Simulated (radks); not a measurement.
Values are calculated unless marked as measured or tabulated.
As16+, configuration [Ne] 3s2 3p5. Code: a radial shooting solver on a logarithmic mesh with Libxc functionals. Model: Dirac Kohn-Sham, relativistic LDA (MacDonald-Vosko exchange, VWN5 correlation), spin-unpolarised, spherical densities, finite nucleus; open shells fill j = l - 1/2 first; Fermi nuclear charge, rms radius 4.0968 fm.

Spin-orbit splittings of the eigenvalues, e(l+1/2) - e(l-1/2), with zeta = 2 splitting/(2l+1) and mean radii in bohr:

\begin{tabular}{lrrrrr}
shell & occ. & splitting (eV) & zeta (eV) & <r> j=l-1/2 & <r> j=l+1/2 \\ \hline
2p & 6 & 36.62 & 24.41 & 0.1738 & 0.1773 \\
3p & 5 & 7.375 & 4.917 & 0.5145 & 0.5207 \\
\end{tabular}
